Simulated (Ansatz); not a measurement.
Geometry optimisation, RKS PBE0/def2-SVP (Ansatz).

Input:

```yaml
crystal:
  periodic: [false, false, false]
  atoms:
    - { symbol: Ge, position_ang: [0.239077, -0.023935, -0.10081] }
    - { symbol: F, position_ang: [0.226574, 0.125095, 1.605173] }
    - { symbol: H, position_ang: [1.709718, -0.06104, -0.507593] }
    - { symbol: F, position_ang: [-0.424805, 1.457646, -0.68876] }
    - { symbol: H, position_ang: [-0.667712, -1.188004, -0.484288] }
    - { symbol: Br, position_ang: [-3.069932, -0.19091, 1.318551] }
    - { symbol: H, position_ang: [-1.82062, -0.000752, 2.124226] }
basis:
  gaussian: { orbitals: def2-SVP }
hamiltonian:
  xc: pbe0
relax:
  f_tol: 0.03
  max_steps: 50
```

Run as:

```bash
$ ansatz run input.yaml --threads 2 --pin off --max-ram 3072MiB --backend cpu --events-out ev --progress --plain --runs-dir out
```

Question: Where does it end, and by what steps?

Answer: The forces met the threshold. The force dipped under the threshold on the way, but the program's further checks kept it going. After 14 steps the energy has fallen by 0.131 eV; Br6 moved furthest, 0.86 Å.

```csv
step,energy less start (eV),largest force component (eV/Å),accepted
0,0.0000,1.235,yes
1,-0.0933,0.291,yes
2,-0.1026,0.089,yes
3,-0.1144,0.101,yes
4,-0.1055,0.866,no
5,-0.1211,0.201,yes
6,-0.1259,0.052,yes
7,-0.1276,0.167,yes
8,-0.1288,0.084,yes
9,-0.1296,0.023,yes
10,-0.1301,0.029,yes
11,-0.1303,0.038,yes
12,-0.1304,0.033,yes
13,-0.1305,0.014,yes
14,-0.1306,0.025,yes
```

```xyz
7
Properties=species:S:1:pos:R:3
Ge 0.311 0.040 -0.227
F -0.137 0.404 1.422
H 1.802 -0.289 -0.214
F 0.087 1.534 -1.063
H -0.697 -0.975 -0.758
Br -3.246 -0.580 2.069
H -1.929 -0.018 2.038
```

The run took 38 s on 2 threads of Arm Neoverse V2, on a shared host, peak memory 0.26 GiB.
